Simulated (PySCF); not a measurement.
**Bond curve of BeS**

Set-up: Be def2-SVP, S def2-SVP; no relativity (PySCF 2.14). Energies in eV from Be + S in their ground configurations at the same level. State: ¹Σ⁺ (singlet), closed shell.

All columns are PBE0. A positive dipole means Be(−)S(+).

```csv
R (Å),E (eV),μ (D),Mulliken charge on Be (basis-dependent),HOMO (eV),LUMO (eV),Mayer bond order,⟨S²⟩
1.509,-2.268,-4.52,0.09,-7.36,-3.44,2.58,0.00
1.579,-2.900,-4.71,0.14,-7.18,-3.58,2.53,0.00
1.650,-3.255,-4.89,0.19,-7.03,-3.72,2.49,0.00
1.702,-3.383,-5.01,0.22,-6.92,-3.82,2.45,0.00
1.755,-3.419,-5.11,0.24,-6.82,-3.92,2.42,0.00
1.808,-3.382,-5.21,0.26,-6.73,-4.03,2.39,0.00
1.878,-3.248,-5.31,0.29,-6.62,-4.16,2.35,0.00
1.966,-2.983,-5.40,0.31,-6.50,-4.32,2.29,0.00
2.071,-2.580,-5.46,0.33,-6.39,-4.49,2.21,0.00
2.211,-1.983,-5.46,0.34,-6.27,-4.66,2.08,0.00
```

A fit through these points gives, at Re = 1.753 Å, μ = -5.11 D and dμ/dR = -1.92 D/Å; the reduced mass is 7.03 u.

Problem. How strong is the fundamental in the double-harmonic approximation, I = 42.26·(dμ/dR)²/μred km/mol?

Solution. I = 42.26·(-1.92)²/7.03 = 22.2 km/mol at PBE0.
